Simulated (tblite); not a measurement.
Species: C7H4FN (charge -1 and doublet state).
SMILES: `[N-]=[C]C1=C[C@@H]2C=C(F)[C@H]12`

Level: GFN2-xTB in tblite, geometry and Hessian alike; calculated harmonic values, unscaled, isolated species. Errors from tens to a few hundred cm⁻¹ against measured bands are possible. Open shells enter through the occupations alone, without spin polarisation, and single modes of such species can be off by tens of per cent.

Harmonic wavenumbers (cm⁻¹): 90.4, 137.6, 192.4, 311.9, 360.0, 418.3, 429.9, 472.7, 543.4, 557.4, 586.6, 652.1, 680.7, 863.8, 918.7, 946.5, 960.6, 1010.6, 1088.8, 1096.2, 1131.4, 1145.7, 1167.7, 1194.5, 1204.6, 1242.1, 1508.3, 1602.1, 2237.1, 2850.9, 2906.3, 3030.3, 3069.5.

A = 2779, B = 1444, C = 1048 MHz; mass 121.033 u (most abundant isotopes); point group C1, symmetry number 1; spin multiplicity 2.

Problem. Zero-point energy?

Solution. Half the sum of the wavenumbers: 18305 cm⁻¹ = 52.34 kcal/mol.

Problem. Entropy at 298.15 K, 1 bar (ideal gas, RRHO, classical rotation)?

Solution. Translation 40.31, rotation 28.73, vibration 16.94, spin (R ln 2) 1.38: S = 87.4 cal/(mol K).

Problem. And Cp and H(298.15 K) − H(0)?

Solution. Cp = 30.42 cal/(mol K), of which vibrations give 22.47 (their classical limit is 33 R = 65.6); H(298.15 K) − H(0) = 5.36 kcal/mol without the zero-point energy, 2.99 from vibrations.

Problem. Blend soft modes into free rotors: weight 1/[1 + (100 cm⁻¹/ν̃)⁴] for the oscillator and the rest for a rotor with moment μB/(μ + B), μ = h/(8π²ν), B = 10⁻⁴⁴ kg m². What vibrational entropy results?

Solution. 16.47 cal/(mol K) in place of 16.94, which changes −T·S at 298.15 K by +0.14 kcal/mol.

Problem. How do the functions run with temperature in this model?

Solution. 
```csv
T (K),S (cal/(mol K)),Cp (cal/(mol K)),H − H(0) (kcal/mol),G − H(0) (kcal/mol),ln q(vib)
150,71.3,17.7,1.79,-8.90,1.17
250,82.4,26.4,4.00,-16.59,2.67
400,97.4,38.1,8.86,-30.10,5.25
600,115.0,48.7,17.63,-51.38,8.86
900,136.7,57.7,33.74,-89.26,14.06
```

q(vib) and H(0) count from the zero-point level.

Problem. What must be added to the electronic energy to get the Gibbs energy at 298.15 K and 1 bar?

Solution. ZPE + [H(298.15 K) − H(0)] − T·S = 52.34 + 5.36 − 26.04 = 31.66 kcal/mol.

Problem. Which modes carry the vibrational entropy at 298.15 K?

Solution. 90.4 cm⁻¹: 3.65; 137.6 cm⁻¹: 2.84; 192.4 cm⁻¹: 2.20; 311.9 cm⁻¹: 1.35; 360.0 cm⁻¹: 1.12; 418.3 cm⁻¹: 0.90 cal/(mol K); the other 27 give 4.87 together.

Hindered rotation and anharmonicity are outside this model. The structure is chiral; the term R ln 2 for an equal mix with its mirror image is left out.

The run took 0.35 s wall on one thread, Arm Neoverse V1 (aarch64), no GPU, shared host with 32 logical CPUs at a one-minute load of 10. The figure is for the frequency step alone.
